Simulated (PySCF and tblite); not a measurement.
The numbers below are computed, except where a source is named.
C7H12, numbered as in [CH3:1][C@@H:2]1[CH2:3][C@H:4]2[CH2:5][C@@H:6]1[CH2:7]2.

Search: ETKDG and KDG, MMFF94s, GFN2-xTB, 45 starts; geometries at GFN2-xTB. Free energies are PBE0-D3(BJ)/pcSseg-1 single points with GFN2-xTB rigid-rotor and vibrational terms (modes under about 100 cm⁻¹ blended into free rotors). Symmetry numbers and mirror images are counted. Conformers within 2.5 kcal/mol (GFN2-xTB free energy) were kept, 6 at most. GIAO shieldings: PBE0/pcSseg-1. Shifts are against TMS (¹H), TMS (¹³C) at the same level; of two unlike H on one atom, a is the less shielded. (PySCF 2.14, tblite 0.8.)

(1) List the conformer-averaged shifts at 298.15 K.

Shifts are unscaled: against experiment ¹³C can be off by 15 ppm or more and ¹H by 0.8 ppm.

Answers

(1) ¹H: 2.34 (H4, 1H), 2.08 (H6, 1H), 2.04 (H2, 1H), 1.86 (H3a, 1H), 1.67 (H5a, 1H), 1.49 (H7a, 1H), 1.12 (H1, 3H), 1.06 (H7b, 1H), 1.01 (H3b, 1H), 0.95 (H5b, 1H) ppm. ¹³C: 46.2 (C6), 42.5 (C5), 41.2 (C4), 37.8 (C3), 36.8 (C2), 35.4 (C7), 21.1 (C1) ppm.
